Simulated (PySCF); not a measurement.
C7H12OSi.
SMILES with atom numbers: `[CH3:1][CH:2]([CH3:3])[O:4][C:5]1=[CH:6][CH:7]=[CH:8][SiH2:9]1` (hydrogens: H10, H11, H12 on C1; H13 on C2; H14, H15, H16 on C3; H17 on C6; H18 on C7; H19 on C8; H20, H21 on Si9)

The same species was optimised twice, with GFN2-xTB and with PBE0-D3(BJ)/def2-SVP (PySCF), and the same property calculations (PySCF, gas phase) were run on both structures.

| coordinate | GFN2-xTB | PBE0-D3(BJ)/def2-SVP | change |
| --- | --- | --- | --- |
| C6–C7 (Å) | 1.445 | 1.468 | +0.023 |
| C8–Si9 (Å) | 1.871 | 1.857 | -0.014 |
| O4–C5 (Å) | 1.351 | 1.337 | -0.014 |
| C1–C2 (Å) | 1.525 | 1.513 | -0.012 |
| C7=C8 (Å) | 1.343 | 1.355 | +0.012 |
| C2–C3 (Å) | 1.528 | 1.517 | -0.011 |
| C5=C6 (Å) | 1.349 | 1.356 | +0.007 |
| C2–O4 (Å) | 1.417 | 1.423 | +0.006 |
| C5–Si9 (Å) | 1.910 | 1.911 | +0.001 |
| C5–Si9–C8 (°) | 88.8 | 92.2 | +3.4 |
| C7–C8–Si9 (°) | 109.2 | 106.4 | -2.8 |
| C6–C5–Si9 (°) | 108.9 | 106.6 | -2.3 |
| C1–C2–C3 (°) | 111.5 | 113.2 | +1.7 |
| C6–C7–C8 (°) | 117.5 | 119.1 | +1.6 |
| O4–C5–C6 (°) | 121.3 | 122.6 | +1.3 |
| O4–C5–Si9 (°) | 129.7 | 130.6 | +0.9 |
| C1–C2–O4 (°) | 107.4 | 106.9 | -0.5 |
| C1–C2–O4–C5 (°) | -151 | -154 | -3 |
| C2–O4–C5–C6 (°) | -173 | -170 | +3 |

Rotational constants: A = 2957, B = 820.0, C = 732.1 MHz (GFN2-xTB) against A = 2988, B = 814.5, C = 731.2 MHz (PBE0-D3(BJ)/def2-SVP). Point groups within 0.08 Å: C1 and C1.

On the GFN2-xTB structure: HOMO (eV) -5.76 [PBE0/pcSseg-1]; LUMO (eV) -1.17 [PBE0/pcSseg-1]; dipole (D) 1.60 [PBE0/pcSseg-1]; GIAO shielding of C1/C3 (mean) (ppm) 161.9 [PBE0/pcSseg-1]; GIAO shielding of C2 (ppm) 104.3 [PBE0/pcSseg-1]; GIAO shielding of O4 (ppm) 156.6 [PBE0/pcSseg-1]; GIAO shielding of C5 (ppm) 6.6 [PBE0/pcSseg-1]; GIAO shielding of C6 (ppm) 62.4 [PBE0/pcSseg-1]; GIAO shielding of C7 (ppm) 27.5 [PBE0/pcSseg-1]; GIAO shielding of C8 (ppm) 74.7 [PBE0/pcSseg-1]; GIAO shielding of Si9 (ppm) 415.2 [PBE0/pcSseg-1].

Question: What do these properties become on the PBE0-D3(BJ)/def2-SVP structure?

Answer: 
```tsv
property	level	on GFN2-xTB	on PBE0-D3(BJ)/def2-SVP	change
HOMO (eV)	PBE0/pcSseg-1	-5.76	-5.86	-0.10
LUMO (eV)	PBE0/pcSseg-1	-1.17	-1.20	-0.03
dipole (D)	PBE0/pcSseg-1	1.60	1.52	-0.08
energy, GFN2-xTB geometry as zero (kcal/mol)	PBE0/pcSseg-1	0.0	-1.6	-1.6
GIAO shielding of C1/C3 (mean) (ppm)	PBE0/pcSseg-1	161.9	160.6	-1.3
GIAO shielding of C2 (ppm)	PBE0/pcSseg-1	104.3	104.6	+0.3
GIAO shielding of O4 (ppm)	PBE0/pcSseg-1	156.6	155.6	-1.0
GIAO shielding of C5 (ppm)	PBE0/pcSseg-1	6.6	7.3	+0.7
GIAO shielding of C6 (ppm)	PBE0/pcSseg-1	62.4	60.8	-1.6
GIAO shielding of C7 (ppm)	PBE0/pcSseg-1	27.5	23.3	-4.2
GIAO shielding of C8 (ppm)	PBE0/pcSseg-1	74.7	73.4	-1.3
GIAO shielding of Si9 (ppm)	PBE0/pcSseg-1	415.2	413.3	-1.9
```

The heavy atoms differ by 0.040 Å rms after alignment. Among bonds between heavy atoms C6–C7 changes most (+0.023 Å). Changes are differences of the printed values. Neither structure is proved a minimum here.

The values belong to the conformer `[CH3:1][CH:2]([CH3:3])[O:4][C:5]1=[CH:6][CH:7]=[CH:8][SiH2:9]1`: C1–C2–O4–C5 -154°, C2–O4–C5–C6 -170°.
